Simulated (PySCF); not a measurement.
TaF6, SMILES [F][Ta-]([F])([F])([F])([F])[F], charge -1, multiplicity 1. Heavy atoms are numbered as in [Ta-:1]([F:2])([F:3])([F:4])([F:5])([F:6])[F:7].

Geometry optimised at B3LYP-D3(BJ)/def2-SVPD. The multiplicity is an assumed one; no other spin state was optimised. The isomer is the one that the SMILES or the coordinates give; other isomers of the formula were not compared. The def2 effective core potentials stand for the cores of Ta; spin–orbit coupling is left out.

The numbers are results of B3LYP/def2-SVPD (PySCF), not measurements.

Mulliken values depend strongly on the basis, most of all with diffuse functions as here. ESP charges are fitted to the potential on shells at 1.4 to 2.0 van der Waals radii. Atomic charges (e), one atom of each kind:

```json
[
 {"atom": "Ta1", "Mulliken": "3.15", "ESP fit": "1.87"},
 {"atom": "F2", "Mulliken": "-0.69", "ESP fit": "-0.48"}
]
```
